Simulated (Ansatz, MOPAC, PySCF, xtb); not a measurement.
Complex: H2O (SMILES O) (first 3 atoms) with ClH3Si (SMILES [SiH3]Cl); geometry from B3LYP-D3(BJ)/def2-TZVP, rigid monomers moved along the line of their centres of mass till O1···Si4 is 2.92 Å.
(charge 0, multiplicity 1):
```xyz
8

O      0.09649    -0.38124     0.07614
H      0.78542    -0.95395    -0.27665
H      0.56609     0.32635     0.53390
Si    -0.46154    -0.96705     2.88507
Cl     0.92176     0.58872     2.80491
H     -0.72417    -1.21048     4.31845
H      0.14039    -2.16307     2.27203
H     -1.69179    -0.54403     2.19889
```

Monomers are frozen at their geometry in the pair; levels with a basis set take the counterpoise correction. Rows marked so take none.

Frozen-core correlation. Rows in 6-311+G**, 6-31G* carry no dispersion term and start afresh at each structure (6-31G* with six Cartesian d functions). The state that PM6 reach isn't checked.

Run with Ansatz (a first-principles code); MOPAC for PM6 (differences of heats of formation); PySCF for 6-311+G** rows, 6-31G* rows, the dispersion terms; xtb for the GFN methods. Each number belongs to the level named beside it.

```tsv
level	interaction energy (kcal/mol)
PM6	-0.27
GFN2-xTB	-3.19
HF/aug-cc-pV(D+d)Z	2.20
PBE-D4/def2-TZVPPD	-2.04
B3LYP/6-311+G** (no counterpoise)	-0.10
M06-2X/6-31G* (no counterpoise)	-5.79
MP2/aug-cc-pV(D+d)Z	-0.50
CCSD/aug-cc-pV(D+d)Z	[?]
CCSD(T)/aug-cc-pV(D+d)Z	-0.28
```

Task: What belongs in the gaps?

Result: 
- CCSD/aug-cc-pV(D+d)Z, interaction energy (kcal/mol): 0.12
